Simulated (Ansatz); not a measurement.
A search over several starts for the lowest SCF solution of Tl3H4 at the given spin, in a small basis.

```yaml
crystal:
  periodic: [false, false, false]
  atoms:
    - {symbol: Tl, position_ang: [0.187378, -0.128394, 0.092208]}
    - {symbol: Tl, position_ang: [-2.281574, 1.323175, -0.936288]}
    - {symbol: Tl, position_ang: [2.522813, -2.302628, 0.682572]}
    - {symbol: H, position_ang: [1.891456, -0.246877, 1.104852]}
    - {symbol: H, position_ang: [-0.961633, 1.098553, 1.049467]}
    - {symbol: H, position_ang: [-1.496473, -0.851113, -0.621645]}
    - {symbol: H, position_ang: [0.138033, 1.107293, -1.371175]}
basis:
  gaussian: {orbitals: def2-SVP, initial_orbitals: start.molden}
magnetization: {spin_polarized: true, initial_magnetization: 1}
hamiltonian: {xc: pbe, dispersion: d4}
output: {orbitals: {seedname: orbitals}}
```

The file start.molden holds the orbitals of an earlier run on this structure, at another level or in another basis.

```sh
$ ansatz run in.yaml --threads 4 --pin off --events-out ev --progress --plain --max-ram 4787MiB
```

It prints (some lines left out):

```
Functional definition: PBE
1108 factors; their error is unknown
mean field evaluation 1: about -14148.9985 eV, gradient 6.4e-2 eV
mean field evaluation 2: about -14148.9852 eV, gradient 7.1e-5 eV
mean field evaluation 4: about -14124.8872 eV, gradient 4.7e1 eV
mean field evaluation 8: about -14148.9974 eV, gradient 3.7e-1 eV
mean field evaluation 16: about -14148.9852 eV, gradient 2.2e-3 eV
mean field -14148.98518026 eV, -519.9656148481 hartree, gradient 7.1e-5 eV, S^2 0.751969; 2 other end points of the search recorded, 0 dependent functions left out
reference -14148.98523094 eV, -519.9656167106 hartree; 34, 33 occupied and 64, 65 virtual orbitals, 1108 factors
Total energy: -14149.19082015 eV, -519.9731719745 hartree
```

Hardware: 4 threads of Arm Neoverse V2 on a shared host. Wall time 1.9 s.

In the def2 sets Tl takes a core potential; there is no spin–orbit coupling. Another isomer (doublet) lies 0.54 eV lower at PBE0-D4/def2-TZVP; other spin states weren't run for this one.
